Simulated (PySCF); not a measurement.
## What an electron can do to HBr

PBE in PySCF with def2-TZVPPD on every atom, for the lowest determinant that a PBE0 search found; no spin–orbit coupling.

| species | state (unpaired electrons) | Re (Å) | ωe (cm⁻¹) | energy of the minimum from the neutral (eV) | De (eV) | dissociates to |
| --- | --- | --- | --- | --- | --- | --- |
| HBr | singlet (closed shell) | 1.432 | 2577 | 0.00 | 4.05 | H + Br |
| HBr⁺ | doublet (π ↑) | 1.468 | 2361 | 11.70 | 4.17 | H + Br⁺ |

**Question.** Work out the lowest energy to break HBr into atoms, from its vibrational ground state.

**Answer.** D0 = De − ωe/2 = 4.05 − 0.16 = 3.89 eV (PBE/def2-TZVPPD).

**Question.** Work out the ionisation energy of the Br atom at this level and the threshold of dissociative ionisation.

**Answer.** IE(Br) = 11.70 + 4.17 − 4.05 = 11.82 eV, so H + Br⁺ + e⁻ appears at D0 + IE(Br) = 15.71 eV (PBE/def2-TZVPPD). The measured IE(Br) is 11.814 eV (NIST ASD).

These are thermodynamic thresholds; the onsets seen under electron impact lie higher where the geometry changes, and cross-sections peak well above them.

For an ion De counts to the pair picked by the measured ionisation energies or electron affinities, which need not be the lowest pair at this level. States were picked by a PBE0 search and need not be the measured ground states.
